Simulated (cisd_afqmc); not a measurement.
Input (AFQMC/CISD/def2-SVP; cisd_afqmc is a phaseless AFQMC code with CISD trial states that reads the integrals written by Ansatz):

Ansatz 0.2 input:
```python
import cisd_afqmc

open("ham.yaml", "w").write("""\
crystal:
  periodic: [false, false, false]
  atoms:
    - {symbol: In, position_ang: [-0.00000000, -0.00000000, -0.60420182]}
    - {symbol: Cl, position_ang: [0.00000000, 0.00000000, 1.74152289]}
basis:
  gaussian:
    orbitals: def2-SVP
total_charge: 1
magnetization: {spin_polarized: true, initial_magnetization: 1}
correlation: {method: ccsd, electrons: outside_noble_gas, hamiltonian_folder: ham}
""")
rep = cisd_afqmc.ansatz("ham.yaml")
e_ccsd = rep["correlation"]["coupled_cluster"]["energy"]["hartree"]
out = cisd_afqmc.run("ham", e_ccsd, trial="CISD", walkers=200, populations=8, threads=8, dt=0.005, steps=40, early=36, settle=10, least=32,
    cut=5e-5, rank_cut=2e-4, target=0.0004, seconds=1500, seed=1, memory=17280, gpu=False)
```

Output:

```
orbitals 30, occupied [5, 4], factors 163 of 497, rank of the doubles 109 of 229
E(HF) = -648.337683
E(CCSD) on the cut factors = -648.507224, shift to the whole factors -0.000001
Energy of the trial state on the determinant = -648.507296
  tau behind 10.8 of longer steps, mean of the populations' last blocks
   2.0  -648.51253
   4.0  -648.51145
   6.0  -648.51274
   8.0  -648.51302
blocks 293 (4 outliers left out), error by blocks joined: 1: 0.00012, 2: 0.00014, 4: 0.00017, 8: 0.00020, 16: 0.00022
E(AFQMC/CISD) = -648.51283 +/- 0.00022
```
